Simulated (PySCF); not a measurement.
Species: Sb(SiH3)3.
Bonds: Sb1–Si2, Sb1–Si6, Sb1–Si10. Hydrogens: H3, H4, H5 on Si2; H7, H8, H9 on Si6; H11, H12, H13 on Si10.

Method: PBE0-D3(BJ)/def2-SVP geometry optimisation, gas phase, def2 core potentials past Kr in PySCF 2.14.0.

**Question.** How far are the bound atoms from Sb1?

**Answer.** 3 atoms: Si2 2.578 Å, Si6 2.578 Å, Si10 2.578 Å. The nearest atom not counted as bound is H5, at 3.37 Å (others tie with it).

**Question.** List the angles at Sb1.

**Answer.** 
```json
{"angle": "Si2–Sb1–Si10", "degrees": "90.6", "distance of the outer atoms (Å)": "3.66"}
{"angle": "Si6–Sb1–Si10", "degrees": "90.3", "distance of the outer atoms (Å)": "3.66"}
{"angle": "Si2–Sb1–Si6", "degrees": "90.1", "distance of the outer atoms (Å)": "3.65"}
```

**Question.** What is the shape at Sb1?

**Answer.** Pyramidal: angles 90.6°, 90.3° and 90.1°, sum 271.0°, 1.48 Å off the plane of its three neighbours.

**Question.** What are the other bond lengths?

**Answer.** Si2–H3 and 8 like bonds 1.495 Å.

Point group: near C3v, missed by 0.20 Å at most; the miss may be what the optimiser left on a soft mode. Charge 0, singlet. Not checked by PBE0-D3(BJ)/def2-SVP frequencies.

Time: 55 s of wall time; peak memory 0.50 GiB. Hardware: an Arm Neoverse V1 with one thread, shared host with 64 logical CPUs at a one-minute load of 36. This is the geometry optimisation.
